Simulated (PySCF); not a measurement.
CH7NSi3, SMILES [SiH3][Si@H]1N=C[SiH2]1.

Geometry optimised at B3LYP-D3(BJ)/def2-SVP. The structure was generated by enumeration; whether it is a known compound was not checked.

Two levels are set side by side: PBE/def2-TZVP (PySCF) and CAM-B3LYP/def2-TZVP (PySCF). Same geometry, gas phase. Differences are taken from unrounded values.

```csv
quantity,CAM-B3LYP
orbital gap (eV),8.08
highest occupied level (eV),-8.12
lowest empty level (eV),-0.04
dipole moment (D),1.71
mean polarisability (bohr³),101.9
```

Task: What does PBE give, and how far is it from CAM-B3LYP? (An estimate is asked for; the answer gives what the named calculation found.)

Result: 
```json
[
 {"quantity": "orbital gap (eV)", "PBE": "3.13", "PBE minus CAM-B3LYP": "-4.95"},
 {"quantity": "highest occupied level (eV)", "PBE": "-5.50", "PBE minus CAM-B3LYP": "2.62"},
 {"quantity": "lowest empty level (eV)", "PBE": "-2.37", "PBE minus CAM-B3LYP": "-2.32"},
 {"quantity": "dipole moment (D)", "PBE": "1.39", "PBE minus CAM-B3LYP": "-0.33"},
 {"quantity": "mean polarisability (bohr³)", "PBE": "107.8", "PBE minus CAM-B3LYP": "6.0"}
]
```

Without exact exchange PBE keeps part of each electron's self-repulsion, which lifts occupied levels and narrows the gap. Loosely held outer electrons make PBE densities more polarisable. Differences between two approximate levels are no errors against the true value.

Rough cost on one machine, each run with all the roots and properties that it gave: CAM-B3LYP against PBE within a factor of 2.
